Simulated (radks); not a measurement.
Values are calculated unless marked as measured or tabulated.
Question: Radial electron density D(r) = 4 pi r^2 rho(r) of an atom or ion with 9 electrons. Level of theory: scalar-relativistic Kohn-Sham, PBEsol, spin-unpolarised, spherical densities, point nucleus (a radial shooting solver on a logarithmic mesh with Libxc functionals).

r (bohr),D(r) (e/bohr)
0.01342,1.081
0.01513,1.328
0.0172,1.644
0.01939,2.000
0.02186,2.418
0.02484,2.941
0.02801,3.509
0.03158,4.152
0.0359,4.919
0.04047,5.707
0.046,6.604
0.05186,7.472
0.05848,8.334
0.06646,9.197
0.07494,9.900
0.08449,10.44
0.09603,10.79
0.1083,10.84
0.1221,10.61
0.1387,10.04
0.1564,9.265
0.1778,8.254
0.2005,7.258
0.226,6.346
0.2569,5.606
0.2896,5.231
0.3266,5.203
0.3712,5.523
0.4185,6.049
0.4756,6.681
0.5363,7.170
0.6046,7.412
0.6872,7.296
0.7748,6.814
0.8736,6.020
0.9929,4.945
1.119,3.858
1.262,2.821
1.435,1.876
1.617,1.195
1.838,0.6926
2.073,0.4013
2.337,0.2368
2.656,0.1486
2.995,0.1088
3.377,0.08606
3.838,0.06673
4.327,0.04918
4.879,0.03289
5.545,0.01883
6.252,0.009708
7.106,0.004039
8.012,0.001482
9.033,0.0004479

What is the nuclear charge?

Answer: Z = 10. The innermost maximum, from 1s, lies near gamma/Z bohr with gamma = sqrt(1 - (Z/c)^2) = 0.997, here 0.0997 bohr (found: 0.104), and its height grows with Z. The density is that of the neon ion Ne+ in [He] 2s1.75 2p5 3s0.25; the configuration itself is not fixed sharply by these data. D(r) has 2 maxima, at r = 0.104, 0.624 bohr, and minima at 0.311 bohr, inside which lie 2.23 electrons.
